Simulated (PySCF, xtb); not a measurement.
GeF3I, SMILES [Ge]([F])([F])([F])[I].

Harmonic wavenumbers (cm⁻¹) from GFN2-xTB (xtb 6.7.1) at its own minimum, in rising order: 114, 114, 164, 165, 171, 292, 482, 515, 515.

### Question
What does PBE-D3(BJ)/def2-SVP (PySCF 2.14.0) give at its own minimum? (Estimate from the structure and the level; the computed values follow.)

### Answer
130, 130, 200, 222, 222, 300, 691, 738, 738. Paired by order, the mean absolute difference is 93 cm⁻¹ and the zero-point energies are 3.6 and 4.8 kcal/mol.
